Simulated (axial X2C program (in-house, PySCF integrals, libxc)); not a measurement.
**VSi⁺: from the spin-free to the two-component result**

All values were computed with an in-house all-electron X2C program for linear molecules (integrals from PySCF). Spin-free means the one-electron spin-free X2C Hamiltonian; two-component (2c) means X2C with spin–orbit coupling and atomic mean-field two-electron Coulomb and Gaunt terms, so the difference of the two also holds small scalar two-electron terms. Basis: V dyall-cv3z [10s10p6d4f2g], Si dyall-v3z [8s7p2d1f] (cores contracted in-house); Gaussian nuclei, density fitting, unrestricted open shells. Masses: V 50.944 u, Si 27.977 u.

Spin-free state: M_S = 3, Λ = 0 (beyond evenly filled blocks: 2 × σα, π+α, π-α, δ+α, δ-α); fragments V+ + Si.

| level | Re (Å) | ωe (cm⁻¹) | De (eV) | μ (D) |
| --- | --- | --- | --- | --- |
| PBE0 | 2.377 | 359.8 | 2.114 | -1.70 |
| HF | 2.453 | 343.8 | 0.824 | -4.78 |
| CCSD | 2.385 | 373.2 | 1.631 | n/a |
| CCSD(T) | 2.400 | 359.1 | 1.826 | n/a |
| r2SCAN0 | 2.372 | 366.0 | 2.040 | -2.00 |

Correlated methods: 8 electrons correlated (number of frozen shells: V 3 s, 2 p; Si 2 s, 1 p), 252 virtual spin orbitals or spinors in MP2, 90 natural virtuals in coupled cluster.

Dipoles are positive if Si is the positive end and refer to the centre of mass.

Two-component determinant lowest at the distance of the search:

Ω = 3 (⟨Sz⟩ = 3.00, ⟨Lz⟩ = 0.00 at HF); fragments V+ + Si.

```tsv
level	Re (Å)	ωe (cm⁻¹)	μ (D)
PBE0	2.377	359.5	-1.69
HF	2.453	343.8	-4.77
CCSD	2.386	373.1	n/a
CCSD(T)	2.400	359.1	n/a
r2SCAN0	2.372	365.7	-2.00
```

From the two tables, how do the constants change at the CCSD(T) level (2c against spin-free)?

At the CCSD(T) level Re is unchanged within 0.001 Å and ωe stays the same within 0.2 cm⁻¹.

The state is one determinant whose occupation by symmetry is held fixed; it was picked as the lowest of a PBE0 search that is not exhaustive. Dissociation energies refer to the lowest single-determinant-based atoms at the same level and basis. De is not given where an atomic determinant may have missed its ground term or J level, or where the truncated virtual space spoils (T). Density functionals use the spin component along the axis (collinear). CCSD and (T) use frozen natural virtuals with an MP2 correction for the truncation; (T) itself is uncorrected, so its De runs slightly low. PBE0 can misorder states that lie within some tenths of an eV, so this need not be the ground state of the molecule. The nearest other spin-free determinant of the search, M_S = 2, Λ = 0, lies 0.37 eV up at the distance of the search. Without a current term, density functionals place determinants with orbital angular momentum somewhat too high. With several unpaired electrons one determinant need not be a pure state. The outer-core s and p shells of the metal are frozen in the correlated rows, which leaves out core–valence correlation; for alkali and alkaline-earth bonds that tends to lengthen them. Open-shell Ω = 0 determinants with evenly filled partner blocks cannot be reached by this program, so the Ω shown need not be the lowest component. The T1 diagnostic is large, a sign of multireference character.
